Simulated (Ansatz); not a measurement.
Consider the formal exchange of groups at the Si–Cl bond: `F[Si](F)(Cl)[GeH3]` + CH₄ → `C[Si](F)(F)[GeH3]` + HCl.

Program: Ansatz. Geometries: PBE0-D4/def2-TZVP. ΔE: electronic, gas phase. CBS: MP2 limit from def2 TZ/QZ plus the TZ coupled-cluster correction, frozen cores. This one scheme is used for every species. Functionals use def2-TZVPP. B3LYP here is the variant with VWN-RPA as its local correlation; programs differ in this. For Ge outer-core shells are correlated without core-valence functions, which leaves a few kJ/mol of doubt a bond. Scalar relativity is left out up to krypton.

`F[Si](F)(Cl)[GeH3]`:

```xyz
8

F    -0.388   -0.481   -2.186
Si    0.088    0.481   -1.021
F     1.577    0.901   -1.365
Cl   -1.060    2.158   -1.099
Ge   -0.033   -0.597    1.084
H     0.863   -1.841    1.074
H     0.440    0.381    2.166
H    -1.488   -1.001    1.347
```

CH₄:

Cartesian coordinates in Å:
```
C 0.000 0.000 0.000
H 0.820 -0.604 0.386
H -0.635 -0.615 -0.638
H 0.402 0.830 -0.580
H -0.588 0.389 0.831
```

`C[Si](F)(F)[GeH3]`:

Cartesian coordinates in Å:
```
C 1.532 -0.622 0.651
Si 0.452 0.126 -0.645
F 1.074 1.530 -1.084
F 0.494 -0.800 -1.945
Ge -1.825 0.470 -0.042
H 1.561 0.011 1.541
H 2.552 -0.736 0.274
H 1.159 -1.607 0.943
H -1.911 1.407 1.174
H -2.611 1.091 -1.205
H -2.476 -0.870 0.338
```

HCl:

```xyz
2

Cl   -0.433    0.227    0.412
H     0.433   -0.227   -0.412
```

```csv
level,ΔE (kcal/mol)
PBE-D4,23.8
B3LYP-D4,24.5
PBE,23.8
SCS-MP2/def2-TZVPP,24.4
CCSD(T)/def2-TZVPP,23.2
SCS-MP2/def2-QZVPP,24.8
HF/CBS(def2),25.8
CCSD/CBS(def2),23.9
```

Question: What does CCSD(T)/CBS give? (Estimate.)

Answer: Computed: +23.9 kcal/mol. The listed levels differ from it by -0.1, 0.6, -0.1, 0.5, -0.7, 0.9, 1.9, 0.0 kcal/mol.

Largest T1 diagnostic among the species: 0.012.

In def2-TZVPP, CCSD(T) changes the Hartree–Fock value by −2.4 kcal/mol (the triples alone add +0.1 kcal/mol) and MP2 by −1.1 kcal/mol.
